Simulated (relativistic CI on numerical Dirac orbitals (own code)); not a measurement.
## Energy levels of Ba20+

Method of calculation: Dirac-Coulomb-Breit CI, separate exchange-only KLI orbitals for each configuration, model QED (radiative potential, 1s self-energy scaled to tabulated hydrogen-like ionisation energies), unscaled Slater integrals (own radial code, finite nucleus).

Configuration list (outside the closed core [Ar] 3d10): 4s²4p⁶, 4s²4p⁵4d, 4s4p⁶4d, 4s²4p⁵4f, 4s4p⁶4f, 4s²4p⁵5s, 4s²4p⁵5p, 4p⁶4d², 4p⁵4d³, 4p⁵4d²4f, 4p⁵4d²5s, 4p⁵4d²5p, 4p⁶4f², 4p⁵4d4f², 4p⁵4f³, 4p⁵4f²5s, 4p⁵4f²5p. Double excitations out of closed p, d and f shells are left out; levels of such configurations are missing from the list, as are those of other unlisted configurations, and high levels can miss mixing partners.

| No. | Configuration | Term | J | E (eV) | % | Next component (%) | Landé g |
| --- | --- | --- | --- | --- | --- | --- | --- |
| 1 | 4s²4p⁶ | ¹S | 0 | 0.000 | 100 |  |  |
| 2 | 4s²4p⁵4d | ³P° | 0 | 86.242 | 100 |  |  |
| 3 | 4s²4p⁵4d | ³P° | 1 | 88.117 | 87 | 13 ³D° | 1.367 |
| 4 | 4s²4p⁵4d | ³F° | 3 | 90.880 | 67 | 24 ¹F° | 1.084 |
| 5 | 4s²4p⁵4d | ³D° | 2 | 91.400 | 45 | 40 ³P° | 1.232 |
| 6 | 4s²4p⁵4d | ³F° | 4 | 92.327 | 100 |  | 1.249 |
| 7 | 4s²4p⁵4d | ¹D° | 2 | 94.075 | 49 | 28 ³P° | 1.069 |
| 8 | 4s²4p⁵4d | ³D° | 3 | 97.768 | 65 | 35 ¹F° | 1.216 |
| 9 | 4s²4p⁵4d | ³D° | 1 | 103.763 | 79 | 12 ³P° | 0.664 |
| 10 | 4s²4p⁵4d | ³F° | 2 | 109.170 | 63 | 29 ¹D° | 0.800 |
| 11 | 4s²4p⁵4d | ³D° | 2 | 113.578 | 46 | 31 ³P° | 1.226 |
| 12 | 4s²4p⁵4d | ¹F° | 3 | 114.904 | 41 | 33 ³F° | 1.113 |
| 13 | 4s²4p⁵4d | ¹P° | 1 | 129.579 | 90 | 8 ³D° | 0.964 |
| 14 | 4s4p⁶4d | ³D | 1 | 170.903 | 90 | 9 4s²4p⁵4f ³D | 0.497 |
| 15 | 4s4p⁶4d | ³D | 2 | 172.297 | 89 | 8 4s²4p⁵4f ³D | 1.161 |
| 16 | 4s4p⁶4d | ³D | 3 | 175.084 | 92 | 7 4s²4p⁵4f ³D | 1.331 |
| 17 | 4s4p⁶4d | ¹D | 2 | 183.891 | 97 | 2 ³D | 1.002 |
| 18 | 4s²4p⁵4f | ³G | 5 | 204.315 | 100 |  | 1.199 |
| 19 | 4s²4p⁵4f | ³G | 4 | 205.264 | 65 | 29 ¹G | 1.045 |
| 20 | 4s²4p⁵4f | ³D | 1 | 205.303 | 90 | 9 4s4p⁶4d ³D | 0.498 |
| 21 | 4s²4p⁵4f | ³D | 2 | 206.353 | 74 | 17 ³F | 1.078 |
| 22 | 4s²4p⁵4f | ³F | 3 | 207.327 | 45 | 32 ³G | 0.983 |
| 23 | 4s²4p⁵4f | ³D | 3 | 207.716 | 43 | 39 ¹F | 1.153 |
| 24 | 4s²4p⁵4f | ³F | 4 | 208.764 | 62 | 35 ¹G | 1.155 |
| 25 | 4s²4p⁵4f | ¹D | 2 | 211.900 | 49 | 45 ³F | 0.857 |
| 26 | 4s²4p⁵4f | ³G | 3 | 224.431 | 63 | 23 ¹F | 0.853 |
| 27 | 4s²4p⁵4f | ¹G | 4 | 226.074 | 36 | 32 ³F | 1.096 |
| 28 | 4s²4p⁵4f | ³D | 3 | 226.133 | 42 | 34 ³F | 1.174 |
| 29 | 4s²4p⁵4f | ¹D | 2 | 229.333 | 50 | 37 ³F | 0.894 |
| 30 | 4s²4p⁵5s | ³P° | 2 | 258.513 | 100 |  | 1.499 |
| 31 | 4s²4p⁵5s | ¹P° | 1 | 259.645 | 62 | 37 ³P° | 1.186 |
| 32 | 4s²4p⁵5s | ³P° | 0 | 277.909 | 100 |  |  |
| 33 | 4s²4p⁵5s | ³P° | 1 | 278.525 | 62 | 37 ¹P° | 1.311 |
| 34 | 4s²4p⁵5p | ³S | 1 | 282.739 | 51 | 40 ³P | 1.674 |
| 35 | 4s²4p⁵5p | ³D | 2 | 283.632 | 53 | 34 ¹D | 1.154 |
| 36 | 4s4p⁶4f | ³F° | 2 | 289.541 | 100 |  | 0.665 |
| 37 | 4s4p⁶4f | ³F° | 3 | 289.725 | 99 |  | 1.082 |
| 38 | 4s4p⁶4f | ³F° | 4 | 290.018 | 100 |  | 1.249 |
| 39 | 4s²4p⁵5p | ³D | 3 | 290.209 | 100 |  | 1.333 |
| 40 | 4s²4p⁵5p | ¹P | 1 | 290.394 | 54 | 26 ³S | 1.203 |
| 41 | 4s²4p⁵5p | ³P | 2 | 292.040 | 68 | 32 ¹D | 1.338 |
| 42 | 4s4p⁶4f | ¹F° | 3 | 293.618 | 99 |  | 0.999 |
| 43 | 4s²4p⁵5p | ³P | 0 | 295.655 | 59 | 40 ¹S |  |
| 44 | 4s²4p⁵5p | ³D | 1 | 302.748 | 70 | 28 ¹P | 0.666 |
| 45 | 4s²4p⁵5p | ¹S | 0 | 307.404 | 59 | 40 ³P |  |

Energies count from the lowest computed level; ° marks odd parity.

The mean weight of the leading LS term, summed over parents, in these 45 levels is 72 %, and that of the leading jj configuration (from the same eigenvectors) 90 %, so jj coupling describes them better and the LS labels are nominal.

At this charge energies of transitions that change n are usually good to better than 1 %, and those within a shell (Δn = 0) to a few per cent.

LS names give the leading component of a level, which can be under half, so a name can repeat, a term be missing and a line seem to break the LS rules.
